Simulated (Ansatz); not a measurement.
C₄H₁₂MgN₂ (`C[N](C)[Mg][N](C)C`), 19 atoms. Charge 0, multiplicity 1. Correlated methods include outer-core shells of Mg, which these sets cover unevenly. All runs use 2 threads of an AMD EPYC 7R13 on a shared host and a share of an NVIDIA H100 80 GB. Correlated methods freeze the cores. Open-shell runs search over several starts.

(1) Give the basis size and wall time and peak host memory of each of these runs in Ansatz. direct RPA on PBE orbitals/def2-TZVPP energy; RKS PBE0-D4/def2-TZVP relaxation (36 steps); UKS B3LYP-D4/def2-TZVPP energy of the cation; RHF-CCSD(T)/def2-SVP energy; UHF-MP2/def2-TZVPP energy of the cation; RKS ωB97M-V/def2-TZVPP energy and forces; UKS ωB97M-V/def2-TZVPP energy of the cation; RKS BLYP-D4/def2-TZVPP energy; RHF-MP2/def2-QZVPP energy; UKS PBE0-D4/def2-TZVPP energy of the cation; RKS PBE0-D4/def2-QZVPP energy; UKS B2PLYP (frozen core)/def2-TZVPP energy of the cation. (An estimate is asked.)

Results:

(1) Computed: Other jobs shared the machine, so times are rough.

| level | job | functions | wall time | peak host memory (GiB) |
| --- | --- | --- | --- | --- |
| RHF-CCSD(T)/def2-SVP | energy | 162 | 3.6 s | 0.79 |
| RKS BLYP-D4/def2-TZVPP | energy | 386 | 4 s | 0.89 |
| RKS ωB97M-V/def2-TZVPP | energy and forces | 386 | 4.9 s | 1 |
| RHF-MP2/def2-QZVPP | energy | 765 | 6 s | 1.4 |
| RKS PBE0-D4/def2-QZVPP | energy | 765 | 6.5 s | 1.3 |
| direct RPA on PBE orbitals/def2-TZVPP | energy | 386 | 9.5 s | 1.7 |
| UHF-MP2/def2-TZVPP | energy of the cation | 386 | 11 s | 0.9 |
| UKS B3LYP-D4/def2-TZVPP | energy of the cation | 386 | 13 s | 0.97 |
| UKS PBE0-D4/def2-TZVPP | energy of the cation | 386 | 17 s | 0.96 |
| UKS ωB97M-V/def2-TZVPP | energy of the cation | 386 | 35 s | 1.3 |
| UKS B2PLYP (frozen core)/def2-TZVPP | energy of the cation | 386 | 43 s | 1.7 |
| RKS PBE0-D4/def2-TZVP | relaxation (36 steps) | 290 | 55 s | 0.92 |

B3LYP here is the variant with VWN-RPA as its local correlation; programs differ in this.
